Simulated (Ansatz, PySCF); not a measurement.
System: sum formula SiNH2Cl2, charge 0, multiplicity 2. It need not be the lowest isomer of its formula. 
Structure (B3LYP-D3(BJ)/def2-TZVP (Ansatz, a program for electronic structure) minimum search):
```
Si
N 1 1.7093
H 2 1.0089 1 120.63
H 2 1.0089 3 112.71 1 -152.83
Cl 1 2.0765 2 106.89 3 164.49
Cl 1 2.0765 2 106.89 3 44.83
```
Charge 0, spin multiplicity 2.

Dipole moments at this geometry, in debye (magnitudes).

```json
[
 {"level": "HF/def2-TZVPD", "program": "PySCF", "dipole (D)": "2.79"},
 {"level": "revPBE/def2-TZVPD", "program": "Ansatz", "dipole (D)": "2.69"},
 {"level": "r2SCAN/def2-TZVPD", "program": "Ansatz", "dipole (D)": "2.72"},
 {"level": "B3LYP/def2-TZVPD", "program": "Ansatz", "dipole (D)": "2.73"},
 {"level": "PBE0/def2-TZVPD", "program": "PySCF", "dipole (D)": "2.73"},
 {"level": "BHLYP/def2-TZVPD", "program": "Ansatz", "dipole (D)": "2.76"},
 {"level": "TPSSh/def2-TZVPD", "program": "PySCF", "dipole (D)": "2.73"},
 {"level": "r2SCANh/def2-TZVPD", "program": "Ansatz", "dipole (D)": "2.73"},
 {"level": "r2SCAN0/def2-TZVPD", "program": "Ansatz", "dipole (D)": "2.75"},
 {"level": "M06-2X/def2-TZVPD", "program": "PySCF", "dipole (D)": "2.74"},
 {"level": "HSE06/def2-TZVPD", "program": "Ansatz", "dipole (D)": "2.73"},
 {"level": "CAM-B3LYP/def2-TZVPD", "program": "Ansatz", "dipole (D)": "2.75"},
 {"level": "CCSD(T)/aug-cc-pV(D+d)Z", "program": "Ansatz", "dipole (D)": "2.68"}
]
```
